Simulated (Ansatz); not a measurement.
A structure relaxed at r2SCAN-D4/def2-TZVP in Ansatz, charge 0, singlet:

```tsv
atom	x (Å)	y (Å)	z (Å)
Cu1	-0.084	0.189	-0.068
P2	0.695	-1.705	0.649
H3	0.897	-1.912	2.032
H4	1.965	-2.151	0.217
H5	-0.008	-2.905	0.393
C6	-0.761	1.860	-0.706
H7	-0.790	1.885	-1.801
H8	-0.135	2.695	-0.372
H9	-1.778	2.043	-0.343
```

Question: Give its formula, name or SMILES.

Answer: Cu(PH3)Me (CH6CuP).

Question: Summarise the bond lengths by kind (pairs closer than 1.2 times the sum of covalent radii, bridged metal pairs left out).

Answer: 1 × Cu–P 2.17 Å; 1 × C–Cu 1.91 Å; 3 × H–P 1.41 Å; 3 × C–H 1.10 Å. The metal has 2 neighbours: P 2.17 Å, C 1.91 Å.
